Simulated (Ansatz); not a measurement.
Species: Cl3In, SMILES `[Cl][In]([Cl])[Cl]` (charge 0, multiplicity 1), formula Cl3In.

**Question.** How many basis functions does Ansatz (a program for electronic structure) with frozen-core CCSD(T)/def2-TZVPP // B3LYP-D3(BJ)/def2-SVP use, how many core orbitals are frozen, and how many electrons are correlated?

**Answer.** 176 basis functions and 19 frozen orbitals, which leaves 34 correlated electrons (filled d shells below the valence shell are correlated). Core time is of the order of minutes.
